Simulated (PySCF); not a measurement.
**Spinor energies of I³⁺ (iodine, charge +3)**

Start: [Kr] 4d10 5s2 5p2; 5p3/2 filled at m_j = +1/2, +3/2. Calculated with PySCF 2.14 in x2c-SVPall-2c with one added diffuse shell each of s, p type (7s9p4d, 54 functions): generalised Hartree-Fock with the X2C-1e Hamiltonian and a Gaussian nucleus; one run each with spin-orbit coupling (SO) switched off, then screened by Boettger's factors. This is a chosen level, not necessarily the ground level.

```json
{"spinor shell": "1s1/2", "electrons": "2", "ε, spin-free (eV)": "-33363.1", "ε, screened SO (eV)": "-33359.5", "weight of nominal j (screened SO)": "1.000", "rms radius, screened SO (bohr)": "0.0312"}
{"spinor shell": "2s1/2", "electrons": "2", "ε, spin-free (eV)": "-5282.1", "ε, screened SO (eV)": "-5281.1", "weight of nominal j (screened SO)": "1.000", "rms radius, screened SO (bohr)": "0.127"}
{"spinor shell": "2p1/2", "electrons": "2", "ε, spin-free (eV)": "-4738.7", "ε, screened SO (eV)": "-4946.8", "weight of nominal j (screened SO)": "1.000", "rms radius, screened SO (bohr)": "0.109"}
{"spinor shell": "2p3/2", "electrons": "4", "ε, spin-free (eV)": "-4738.7", "ε, screened SO (eV)": "-4644.8", "weight of nominal j (screened SO)": "1.000", "rms radius, screened SO (bohr)": "0.115"}
{"spinor shell": "3s1/2", "electrons": "2", "ε, spin-free (eV)": "-1135.6", "ε, screened SO (eV)": "-1135.3", "weight of nominal j (screened SO)": "1.000", "rms radius, screened SO (bohr)": "0.334"}
{"spinor shell": "3p1/2", "electrons": "2", "ε, spin-free (eV)": "-955.00", "ε, screened SO (eV)": "-995.24", "weight of nominal j (screened SO)": "1.000", "rms radius, screened SO (bohr)": "0.327"}
{"spinor shell": "3p3/2", "electrons": "4", "ε, spin-free (eV)": "-955.00", "ε, screened SO (eV)": "-936.67", "weight of nominal j (screened SO)": "1.000", "rms radius, screened SO (bohr)": "0.338"}
{"spinor shell": "3d3/2", "electrons": "4", "ε, spin-free (eV)": "-684.83", "ε, screened SO (eV)": "-691.84", "weight of nominal j (screened SO)": "1.000", "rms radius, screened SO (bohr)": "0.311"}
{"spinor shell": "3d5/2", "electrons": "6", "ε, spin-free (eV)": "-684.83", "ε, screened SO (eV)": "-679.89", "weight of nominal j (screened SO)": "1.000", "rms radius, screened SO (bohr)": "0.314"}
{"spinor shell": "4s1/2", "electrons": "2", "ε, spin-free (eV)": "-243.90", "ε, screened SO (eV)": "-243.84", "weight of nominal j (screened SO)": "1.000", "rms radius, screened SO (bohr)": "0.788"}
{"spinor shell": "4p1/2", "electrons": "2", "ε, spin-free (eV)": "-184.58", "ε, screened SO (eV)": "-192.43", "weight of nominal j (screened SO)": "1.000", "rms radius, screened SO (bohr)": "0.828"}
{"spinor shell": "4p3/2", "electrons": "4", "ε, spin-free (eV)": "-184.58", "ε, screened SO (eV)": "-180.99", "weight of nominal j (screened SO)": "1.000", "rms radius, screened SO (bohr)": "0.852"}
{"spinor shell": "4d3/2", "electrons": "4", "ε, spin-free (eV)": "-95.173", "ε, screened SO (eV)": "-96.209", "weight of nominal j (screened SO)": "0.989", "rms radius, screened SO (bohr)": "0.989"}
{"spinor shell": "4d5/2", "electrons": "6", "ε, spin-free (eV)": "-95.173", "ε, screened SO (eV)": "-94.438", "weight of nominal j (screened SO)": "0.993", "rms radius, screened SO (bohr)": "0.993"}
{"spinor shell": "5s1/2", "electrons": "2", "ε, spin-free (eV)": "-51.280", "ε, screened SO (eV)": "-51.293", "weight of nominal j (screened SO)": "0.999", "rms radius, screened SO (bohr)": "1.97"}
{"spinor shell": "5p3/2", "electrons": "2", "ε, spin-free (eV)": "-39.834", "ε, screened SO (eV)": "-39.652", "weight of nominal j (screened SO)": "0.604", "rms radius, screened SO (bohr)": "2.26"}
```

```csv
quantity,spin-free,screened SO
E (hartree),-7108.81919,-7110.90311
M_J,2,2
⟨J²⟩,6.006,6.005
⟨L²⟩,2.004,2.895
⟨S²⟩,2.002,1.592
```

Each row is a mean over spinors that exchange with the open shell spreads, by up to 4.321 eV (5s1/2).

Rows whose weight is well below 1 are mixtures of j = l ± 1/2: exchange outweighs spin-orbit coupling there, and the label is only the starting occupation.

Breit and QED terms are absent; they matter most for the inner s and p1/2 levels.

Densities and radii are taken from the X2C orbitals without a picture-change correction, which distorts them close to the nucleus.

Without spin-orbit coupling the j labels of p, d and f shells carry no meaning; the spin-free column gives the mean over the occupied spinors of each nl shell.
